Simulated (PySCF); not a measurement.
## Distorted geometries of [WCl6]−

[WCl6]− (doublet). PySCF 2.14.0, UKS r2SCAN, W def2-SVP with ECP60, Cl def2-SVP; non-relativistic Hamiltonian with scalar-relativistic core potentials where named; density fitting; no spin-orbit coupling. Relaxed geometry:

```xyz
7

W     0.0000    0.0000    0.0000
Cl   -0.0002   -0.0015    2.3420
Cl    0.0002    0.0015   -2.3420
Cl    2.3701    0.0000    0.0002
Cl    0.0000    2.3701    0.0016
Cl   -2.3701    0.0000   -0.0002
Cl    0.0000   -2.3701   -0.0016
```

**Question.** Order these distorted geometries by energy above the relaxed one, lowest first.
A.
```xyz
7

W     0.0153    0.0112   -0.0502
Cl    0.0028   -0.0281    2.3626
Cl   -0.0257    0.0236   -2.3691
Cl    2.3774    0.0013    0.0164
Cl   -0.0302    2.3641    0.0008
Cl   -2.3322    0.0312   -0.0176
Cl   -0.0075   -2.4033    0.0572
```
B.
```xyz
7

W    -0.0121    0.0638    0.0415
Cl    0.0425   -0.0641    2.3055
Cl    0.1520   -0.0496   -2.3040
Cl    2.3848   -0.0287    0.0299
Cl   -0.1387    2.4686   -0.0780
Cl   -2.4373   -0.0095    0.0280
Cl    0.0088   -2.3805   -0.0230
```
C.
```xyz
7

W     0.0561    0.0051    0.0184
Cl    0.0116   -0.0239    2.3696
Cl   -0.0368   -0.0462   -2.2629
Cl    2.3572    0.0829   -0.0757
Cl    0.0494    2.2896    0.0641
Cl   -2.4411    0.0022   -0.0349
Cl    0.0035   -2.3097   -0.0785
```

**Answer.** A (0.07 eV), B (0.18 eV), C (0.24 eV).

**Question.** Which forces (eV/Å) act in the one that lies 0.24 eV up?

**Answer.** 
```
W   -1.78 -0.39  0.60
Cl   0.01 -0.15 -0.07
Cl  -0.01  0.26 -1.07
Cl   0.87 -0.15  0.11
Cl  -0.09  1.38 -0.06
Cl   0.88  0.04  0.17
Cl   0.12 -0.98  0.32
```
Forces carry noise of the integration grid, about 0.01 to 0.03 eV/Å.

No frequency check is given that shows the relaxed geometry to be a minimum. Open shells may have lower solutions than the one found. No other spin state of this charge was computed.
